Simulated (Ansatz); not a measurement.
Harmonic frequencies (cm⁻¹) at PBE0-D4/def2-TZVP from Ansatz: 76, 93, 115, 128, 148, 197, 338, 428, 493, 559, 566, 604, 648, 718, 810, 847, 872, 912, 938, 942, 1165, 1260, 1456, 1460, 2109, 2209, 2219, 2226, 2586, 2678, 3064, 3155, 3158.

Which molecule is it?
A. `C[SiH2][BH][GeH3]`
B. `[SiH3]C([SiH3])SS`
C. `[BH2][GeH2][SiH2]C`
D. `[BH2][GeH]([CH3])[SiH3]`

D.
